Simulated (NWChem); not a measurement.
System: BaHSF; SMILES [Ba]([SH])[F]

NWChem input:

```
start job
memory heap 200 mb stack 900 mb global 1100 mb
geometry units angstroms noautoz
  Ba     0.270878     0.400202    -0.001699
  F     -1.508093     1.730982     0.001525
  S     -0.302115    -2.450058    -0.001715
  H      1.013418    -2.777467    -0.002747
end
basis spherical
  Ba library def2-svp
  F library def2-svp
  S library def2-svp
  H library def2-svp
end
ecp
  Ba library def2-ecp
end
dft
  xc b3lyp
  iterations 150
  mulliken
end
task dft energy
```

NWChem printed, in part:

```
             Northwest Computational Chemistry Package (NWChem) 7.3.0
             --------------------------------------------------------

 CS  symmetry detected

                             Geometry "geometry" -> ""
                             -------------------------

 Output coordinates in angstroms (scale by  1.889725989 to convert to a.u.)

  No.       Tag          Charge          X              Y              Z
 ---- ---------------- ---------- -------------- -------------- --------------
    1 Ba                  56.0000     0.32530661     0.42946120     0.00000000
    2 F                    9.0000    -1.36756671     1.86817715     0.00000000
    3 S                   16.0000    -0.42363083    -2.37970162     0.00000000
    4 H                    1.0000     0.86902378    -2.78819593     0.00000000

 Effective nuclear repulsion energy (a.u.)     316.8963666095

      Symmetry information
      --------------------

 Group name             Cs
 Group number              2
 Group order               2
 No. of unique centers     4

                                 NWChem DFT Module
                                 -----------------

 Summary of "ao basis" -> "ao basis" (spherical)
 ------------------------------------------------------------------------------
       Tag                 Description            Shells   Functions and Types
 ---------------- ------------------------------  ------  ---------------------
 Ba                         def2-svp                 9       23   4s3p2d
 F                          def2-svp                 6       14   3s2p1d
 S                          def2-svp                 8       18   4s3p1d
 H                          def2-svp                 3        5   2s1p

      Symmetry analysis of basis
      --------------------------

        a'         43
        a"         17

            General Information
            -------------------
          SCF calculation type: DFT
          Wavefunction type:  closed shell.
          No. of atoms     :     4
          No. of electrons :    36
           Alpha electrons :    18
            Beta electrons :    18
          Charge           :     0
          Spin multiplicity:     1
          Use of symmetry is: on ; symmetry adaption is: on
          Maximum number of iterations: 150
          AO basis - number of functions:    60
                     number of shells:    26
          Convergence on energy requested:  1.00D-06
          Convergence on density requested:  1.00D-05
          Convergence on gradient requested:  5.00D-04

              XC Information
              --------------
                         B3LYP Method XC Potential
                     Hartree-Fock (Exact) Exchange  0.200
                        Slater Exchange Functional  0.800 local
                    Becke 1988 Exchange Functional  0.720 non-local
              Lee-Yang-Parr Correlation Functional  0.810
                  VWN I RPA Correlation Functional  0.190 local

             Grid Information
             ----------------
          Grid used for XC integration:  medium
          Radial quadrature: Mura-Knowles
          Angular quadrature: Lebedev.
          Tag              B.-S. Rad. Rad. Pts. Rad. Cut. Ang. Pts.
          ---              ---------- --------- --------- ---------
          Ba                  2.15      123          12.0       590
          F                   0.50       49          12.0       434
          S                   1.00       88          11.0       590
          H                   0.35       45          12.0       434
          Grid pruning is: on
          Number of quadrature shells:   305
          Spatial weights used:  Erf1

      Superposition of Atomic Density Guess
      -------------------------------------

 Sum of atomic energies:        -524.62308859

      Non-variational initial energy
      ------------------------------

 Total energy =    -522.170235
 1-e energy   =    -882.322441
 2-e energy   =     283.291466
 HOMO         =      -0.331436
 LUMO         =      -0.115382

      Symmetry analysis of molecular orbitals - initial
      -------------------------------------------------

  Numbering of irreducible representations:

     1 a'          2 a"

  Orbital symmetries:

     1 a'          2 a'          3 a'          4 a'          5 a'
     6 a"          7 a'          8 a'          9 a'         10 a'
    11 a"         12 a'         13 a'         14 a"         15 a'
    16 a'         17 a'         18 a"         19 a'         20 a"
    21 a'         22 a'         23 a'         24 a"         25 a"
    26 a'         27 a'         28 a'

     ---------------------------------------------
      Total Density - Mulliken Population Analysis
     ---------------------------------------------

    Atom       Charge   Shell Charges
 -----------   ------   -------------------------------------------------------
    1 Ba  10     8.43   0.27  1.72  0.17 -0.01  5.03  0.97  0.05  0.19  0.05
    2 F    9     9.88   1.99  1.17  0.82  3.65  2.25  0.00
    3 S   16    16.91   2.00  1.99  1.21  0.67  5.94  1.92  3.16  0.02
    4 H    1     0.78   0.57  0.18  0.03

[...]
```

Level: B3LYP/def2-SVP with def2 effective core potentials on Ba. Coordinates come from a PBE0/def2-SVP optimisation. B3LYP is NWChem's, with the RPA form of VWN correlation. def2 effective core potentials on Ba; no spin-orbit coupling.
